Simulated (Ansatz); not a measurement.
Calculated with Ansatz (gas phase, PBE0-D4/def2-TZVP geometries, no zero-point term in ΔE). CCSD(T)/CBS adds triple-zeta CCSD(T) − MP2 to the extrapolated MP2 energy (def2 sets, frozen cores). This one scheme is used for every species. DFT in def2-TZVPP. HSE06 is defined as in plane-wave codes. For As, Ga outer-core shells are correlated without core-valence functions, which leaves a few kJ/mol of doubt a bond. Scalar relativity is left out up to krypton. Each species was taken in one conformer, which may not be the lowest.

`N=C=[CH][GaH2]` + `[AsH3]` → `[GaH2][AsH2]` + `C=C=N`  (ligand exchange at a Ga–C bond)

```json
{"level": "LDA (SPW92)", "ΔE (eV)": "-0.20"}
{"level": "r2SCAN0-D4", "ΔE (eV)": "-0.25"}
{"level": "B2PLYP", "ΔE (eV)": "-0.22"}
{"level": "BLYP", "ΔE (eV)": "-0.24"}
{"level": "r2SCAN0", "ΔE (eV)": "-0.25"}
{"level": "HSE06", "ΔE (eV)": "-0.28"}
{"level": "MP2/def2-QZVPP", "ΔE (eV)": "-0.18"}
{"level": "SCS-MP2/def2-QZVPP", "ΔE (eV)": "-0.18"}
```

Q: What does CCSD(T)/CBS give? (An estimate is asked.)

A: Ansatz gave: -0.23 eV. The listed levels differ from it by 0.03, -0.02, 0.01, -0.01, -0.02, -0.05, 0.05, 0.05 eV.

Largest T1 diagnostic among the species: 0.015.

At CCSD(T), def2-SVP lies +0.06 eV from the extrapolated value and def2-TZVPP +0.01 eV. Leaving LDA and LC-ωPBE aside and taking each functional with its dispersion term where it has one, the values, not all of them listed here, spread over 0.11 eV, from HSE06-D4 to B97M-V. LDA lies +0.06 eV from PBE without D4.
